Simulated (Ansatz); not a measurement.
`C/C(F)=[CH]/[GeH3]` + `OB(O)F` → `O[B](F)[GeH3]` + `C/C(F)=C\O`  (formal exchange of groups at a Ge–C bond)

Isolated molecules relaxed with PBE0-D4/def2-TZVP in Ansatz; ΔE leaves out vibrations. CBS: MP2 limit from def2 TZ/QZ plus the TZ coupled-cluster correction, frozen cores. Double bonds are as drawn, so ΔE can hold a change between cis and trans. DFT in def2-TZVPP. For Ge outer-core shells are correlated without core-valence functions, which leaves a few kJ/mol of doubt a bond. Scalar relativity is left out up to krypton. One conformer a species, not always the lowest.

| level | ΔE (kcal/mol) |
| --- | --- |
| r2SCAN-D4 | 51.4 |
| PBE0-D4 | 49.9 |
| SCS-MP2/def2-TZVPP | 55.5 |
| HF/CBS(def2) | 57.5 |

(1) What does CCSD(T)/CBS give? (Estimate.)

Largest T1 diagnostic among the species: 0.013.

Results:

(1) Computed: +53.1 kcal/mol. The listed levels differ from it by -1.7, -3.2, 2.4, 4.4 kcal/mol.

From PBE to PBE0 (25 % exact exchange), in def2-TZVPP and without D4, ΔE moves by +3.2 kcal/mol. In def2-TZVPP, CCSD(T) changes the Hartree–Fock value by −3.9 kcal/mol (the triples alone add −0.7 kcal/mol) and MP2 by −1.2 kcal/mol.
